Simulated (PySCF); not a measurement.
Numbering as in the mapped SMILES `[CH:1]#[C:2][Si@@:3]([NH2:4])([PH2:5])[N:6]=[CH2:7]` (H(Xn): hydrogen on atom n). Ha(C7) is cis to Si3; Hb(C7) is trans to Si3.

[PySCF: shieldings: GIAO PBE0/pcSseg-1; coordinates at the GFN2-xTB level; isolated molecule; rapidly exchanging positions averaged; one computed conformer; no relativistic terms]

**Question.** Predict the 2D correlation tables (HSQC, COSY, HMBC).

**Answer.** 

HSQC (one-bond C–H):
```tsv
δH	δC
8.82 (Ha(C7))	175.0 (C7)
8.76 (Hb(C7))	175.0 (C7)
2.07 (H(C1))	102.6 (C1)
```

COSY cross peaks (H two or three bonds apart, from the bond graph; peaks can be absent where the dihedral angle is near 90°):
```tsv
δH	δH
8.82 (Ha(C7))	8.76 (Hb(C7))
```

HMBC (two and three bonds, from the bond graph):
```tsv
δH	δC
2.07 (H(C1))	88.9 (C2)
1.21 (H(P5))	88.9 (C2)
```

References, each an isolated molecule treated in the same way: ¹H, ¹³C against TMS.

The OH or NH signal is concentration- and solvent-dependent in practice; the value given is the gas-phase one. Shifts are as computed. Against solution values, carbons near 30 ppm lie about +3 ppm off and those near 130 ppm about +5 ppm. Of 1309 compounds with measured shifts, 239 miss one by over three times the rms of a fit or turn the order of signals round; such compounds aren't used in these exercises.
